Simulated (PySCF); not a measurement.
The dipole of `CCCS(=O)(=O)O` from its density and from atomic charges.

Coordinates (GFN2-xTB, Å) and charges (e) from the PBE0/pcSseg-1 density (PySCF):

```
atom       x       y       z  Mulliken      IAO  Hirshfeld  ESP-fitted
  C1  -1.862   0.349  -0.240   -0.2878  -0.4266    -0.1215     -0.2700
  C2  -0.941  -0.848  -0.037   -0.3072  -0.2600    -0.0653     +0.1138
  C3   0.467  -0.549  -0.512   -0.3371  -0.4537    -0.0682     -0.3544
  S4   1.213   0.605   0.653   +1.1518  +2.1428    +0.5683     +1.1376
  O5   0.823   1.950   0.385   -0.4967  -0.8581    -0.2940     -0.5035
  O6   1.095   0.118   1.994   -0.5320  -0.8836    -0.3127     -0.5426
  O7   2.774   0.428   0.235   -0.4691  -0.7393    -0.2194     -0.6283
  H8  -1.976   0.566  -1.300   +0.1112  +0.1382    +0.0409     +0.0686
  H9  -1.447   1.226   0.248   +0.1486  +0.1548    +0.0313     +0.0891
 H10  -2.845   0.145   0.176   +0.1236  +0.1472    +0.0462     +0.0750
 H11  -1.335  -1.715  -0.573   +0.1397  +0.1478    +0.0498     +0.0307
 H12  -0.888  -1.096   1.025   +0.1537  +0.1557    +0.0385     +0.0288
 H13   0.497  -0.063  -1.482   +0.1710  +0.1738    +0.0609     +0.1743
 H14   1.109  -1.423  -0.498   +0.1687  +0.1765    +0.0573     +0.1247
 H15   3.313   0.314   1.019   +0.2616  +0.3845    +0.1877     +0.4563
```

Task: Compute μ = Σ q r for each scheme (1 e·Å = 4.803 D) and compare with the dipole of the full density.

Result: The full density gives (0.28, -2.84, -1.61) D, 3.27 D in size; dipole vectors point from the negative to the positive end.

```
    scheme     μx     μy     μz  size (D)  share of the full size (%)  angle to the full dipole (°)
  Mulliken  -0.95  -2.42  -2.10      3.34                         102                            24
       IAO   0.03  -3.62  -2.48      4.39                         134                             7
 Hirshfeld   0.53  -1.90  -1.46      2.46                          75                            11
ESP-fitted   0.25  -2.85  -1.61      3.29                         100                             1
```

Task: Which set comes closest?

Result: Length of the difference vector: ESP-fitted 0.04 D, Hirshfeld 0.98 D, IAO 1.20 D, Mulliken 1.39 D. Closest: ESP-fitted. 

Task: What is left for the Hirshfeld atoms' own dipoles?

Result: The shares of the density sum to the whole, so what Σ q r misses lies in dipoles about the nuclei. The atomic dipoles sum to (0.28, -2.84, -1.61) − (0.53, -1.90, -1.46) = (-0.25, -0.94, -0.15) D, 0.98 D in size.

Task: With the origin at the mean of the coordinates, (0.000, 0.001, 0.073) Å, which are the largest single terms, by size, of the ESP-fitted dipole along the direction of the full one?

Result: O5 +4.29, S4 -3.85, O6 +2.48, C3 -1.37, H15 -0.99 D; all 15 atoms together +3.29 D. The single terms depend on the origin, their sum doesn't.

Task: Give the size of the full dipole in other units.

Result: 3.27 D = 1.288 au = 0.682 e·Å = 10.92 × 10⁻³⁰ C·m.

One conformer (not necessarily the lowest) at the GFN2-xTB geometry, without solvent, vibrations or thermal averaging.

Conformer computed: `[CH3:1][CH2:2][CH2:3][S:4](=[O:5])(=[O:6])[OH:7]`: C1–C2–C3–S4 72°, C2–C3–S4–O5 -82°, H–O7–S4–C3 -133°.
